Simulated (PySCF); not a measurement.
A GIAO shielding run with PySCF 2.14.0 with density-fitted response routines (density fitting, non-relativistic, gas phase) on `[SiH3][SiH2]S[SiH2]Cl`, ClH7SSi3:

```
$ OMP_NUM_THREADS=1 python probes_run.py task.json out

{"job": {"kind": "nmr", "xc": "KT2", "basis": "pcSseg-1", "pop": false}, "charge": 0, "multiplicity": 1}
Si    -1.801905     0.397856     0.093823
Si    -0.406255    -1.489341     0.198252
S      1.470584    -1.182650    -0.848664
Si     1.982186     0.758755    -0.141433
Cl     1.930302     0.850992     1.927796
H     -1.303988     1.461435     1.015694
H     -1.827582     0.917337    -1.306731
H     -3.183323    -0.002696     0.502332
H     -0.148022    -1.888828     1.613202
H     -1.035828    -2.636658    -0.519687
H      3.363265     1.033960    -0.614414
H      1.024972     1.789033    -0.627837
```

Hardware: 1 thread of an Arm Neoverse V1, shared host.

Task: How large is the calculation?

Result: 82 electrons, 155 basis functions and 927 auxiliary functions.

Task: How long does it take, and how much memory does it need?

Result: 21 s of wall time, with 14 SCF cycles; peak memory 0.81 GiB. Times on a shared host scatter by some tens of per cent.

Task: And these other runs on the same molecule and hardware: GIAO shielding at B3LYP/pcSseg-1; GIAO shielding at B97-D/pcSseg-1; GIAO shielding at BLYP/pcSseg-1; GIAO shielding at BP86/pcSseg-1; GIAO shielding at HF/pcSseg-1; GIAO shielding at KT3/pcSseg-1?

Result: B3LYP/pcSseg-1: 155 functions, 15 s; B97-D/pcSseg-1: 155 functions, 21 s; BLYP/pcSseg-1: 155 functions, 20 s; BP86/pcSseg-1: 155 functions, 20 s; HF/pcSseg-1: 155 functions, 9.6 s; KT3/pcSseg-1: 155 functions, 21 s.
